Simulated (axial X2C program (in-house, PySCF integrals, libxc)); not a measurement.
# Ω levels of TiS from open-shell CI on d1 s1 p(π)0

Computed with an axial X2C code built on PySCF integrals: two-component X2C with atomic mean-field Coulomb and Gaunt terms, basis Ti dyall-v3z, S dyall-av3z (cores contracted in-house). Orbitals come from Hartree–Fock averaged over the configuration Ti d1 s1 p(π)0; CI then distributes these electrons over the d, s, p(π) shells of Ti. The speed of light was multiplied by 1.3, so these are model numbers.

R = 2.109 Å (near the minimum of the configuration average).

Active spinors (ω > 0):

```tsv
shell	ω	ε (eV)	character
d	3/2	1.23	99% Ti d
d	5/2	1.24	99% Ti d
d	1/2	1.45	74% Ti d, 13% Ti p, 10% S p
d	3/2	1.48	84% Ti d, 8% S p, 5% Ti p
d	1/2	1.49	82% Ti d, 9% S p, 6% Ti p
s	1/2	-3.88	55% Ti s, 26% Ti p, 7% S p
p(π)	1/2	2.28	92% Ti p, 4% S d
p(π)	3/2	2.28	92% Ti p, 4% S d
```

Lowest levels of this model:

```tsv
Ω	energy (cm⁻¹)	g∥	μ (D)	configuration
1	0	0.00	-5.34	99% d1 s1
2	57	4.00	-5.34	99% d1 s1
3	117	8.00	-5.34	99% d1 s1
2	3920	4.00	-4.72	99% d1 s1
0	7959	0.00	-6.14	97% d1 s1
0	7961	0.00	-6.14	97% d1 s1
1	8019	2.00	-6.15	97% d1 s1
2	8078	6.00	-6.17	96% d1 s1
0	10005	0.00	-6.41	68% d1 s1 + 29% s2
1	12455	3.84	-5.23	100% d1 s1
0	12466	0.00	-5.15	100% d1 s1
1	12586	2.17	-6.00	96% d1 s1
2	15964	2.00	-9.31	100% d2
3	16018	6.00	-9.32	100% d2
4	16074	10.00	-9.33	100% d2
1	17615	0.03	-8.61	99% d2
2	17659	4.03	-8.60	99% d2
3	17709	8.00	-8.60	99% d2
0	18034	0.00	-9.35	99% d2
1	18055	3.86	-9.38	99% d2
0	18246	0.00	-8.99	96% d2
0	18283	0.00	-9.05	97% d2
2	18311	5.98	-8.97	96% d2
```

g∥ is the magnitude of 2⟨Lz + ge Sz⟩ for the +Ω component. μ is positive if the S end is positive.

(1) From Ω and g∥ of the lowest level, whose 2⟨Lz + ge Sz⟩ is negative, find ⟨Sz⟩ and ⟨Lz⟩ (ge = 2.0023).

Occupations of the active spinors in the lowest level by ω, shell by shell in order of energy: -5/2: 0.00; -3/2: 0.00 0.00 0.00; -1/2: 0.01 0.00 0.99 0.00; 1/2: 0.00 0.00 0.00 0.00; 3/2: 1.00 0.00 0.00; 5/2: 0.00. The leading determinant has weight 0.99 among 21.

This point took 0.68 s on 1 thread of Arm Neoverse V1, on a shared host.

Dynamic correlation is missing, so gaps between terms are too wide and other configurations may lie lower; the lowest level listed is that of this model, not necessarily the ground state. For d shells the ligand-field splittings (σ, π, δ) and their order can be off by a thousand cm⁻¹ or more. At most 6 roots were kept for each Ω > 0 (twice that for Ω = 0) within 3.2 eV of the lowest, so higher up levels can be missing between those listed; levels with Ω > 0 are doubly degenerate and listed once, Ω = 0 levels singly. Some active spinors are only partly of the character that their shell is named for, so the shell names and counts are nominal. States that fill the shells left empty in the average are placed too high. Along the bond the averaged SCF switches between close solutions, so this one may not be the lowest.

Answers

(1) Ω = ⟨Lz⟩ + ⟨Sz⟩ = 1 and ⟨Lz⟩ + ge⟨Sz⟩ = 0.000, so ⟨Sz⟩ = -1.00 and ⟨Lz⟩ = 2.00.
